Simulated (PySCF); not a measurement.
Telling isomers of C6H9NO apart by NMR

How the numbers were obtained: shielding tensors at PBE0/pcSseg-1 (GIAO), geometry from GFN2-xTB, in PySCF 2.14.0 with density-fitted response routines (one conformer, averaged over atoms made equivalent by symmetry, fast rotation or ring inversion, isolated molecule, non-relativistic Hamiltonian).

Shifts are taken against calculated references (same method and geometry level): TMS for ¹H (σ = 31.72 ppm), ¹³C (σ = 186.93 ppm). Where no couplings were computed, multiplicities follow the n + 1 count of equivalent neighbours, and m marks all less simple cases (inequivalent or close neighbours, rings, F or P nearby). Acid and N–H amide carbonyl carbons lie up to 10 ppm further downfield in solution (hydrogen bonding). Shifts are as computed. Against solution values, carbons near 30 ppm lie about +3 ppm off and those near 130 ppm about +5 ppm (rms about the fit 2.1 ppm; single classes can miss by 10 ppm). Of 1328 compounds with measured shifts, 309 miss one by over three times the rms of a fit or turn the order of signals round; such compounds aren't used in these exercises. Signals without a measured value on file couldn't be tested in this way; 1H shifts scatter by 0.2 ppm about their fit, and single ones miss by 0.5 ppm. OH and NH positions are gas-phase values without hydrogen bonding to other molecules.

(1) Tabulate the signals of `C[C@H]1CC/C1=N\C=O`, `CC(=O)N[C@H]1C=CC1` and their relative energies.

(2) What is the quickest way to tell C[C@H]1CC/C1=N\C=O from CC(=O)N[C@H]1C=CC1?

Results:

(1) 
| SMILES | carbon types | δC | δH | E rel. (kcal/mol) |
| --- | --- | --- | --- | --- |
| C[C@H]1CC/C1=N\C=O | 1×C 2×CH 2×CH2 1×CH3 | 175.6, 165.0, 48.0, 36.4, 21.8, 19.6 | 9.25 (s, 1H), 3.22 (m, 1H), 3.18 (m, 1H), 2.79 (m, 1H), 2.24 (m, 1H), 1.55 (m, 1H), 1.28 (d, 3H) | 3.9 |
| CC(=O)N[C@H]1C=CC1 | 1×C 3×CH 1×CH2 1×CH3 | 167.9, 148.3, 148.2, 51.0, 44.4, 24.4 | 6.47 (m, 1H), 6.24 (m, 1H), 5.54 (m, 1H), 4.45 (br, 1H), 3.16 (m, 1H), 2.23 (m, 1H), 1.88 (s, 3H) | 0.0 |

Energies are electronic energies at PBE0/pcSseg-1 on these geometries, without zero-point or thermal terms, each for the one conformer computed, which needn't be the lowest.

(2) Both give the same number of carbon signals, but DEPT or the intensities differ. The first has an sp3 CH2 in a ring at 21.8 ppm, the second an alkene CH at 148.2 ppm. Their most deshielded carbons lie at 175.6 and 167.9 ppm. In the proton spectra the most deshielded non-exchanging signals are 9.25 (s, 1H) and 6.47 (m, 1H).
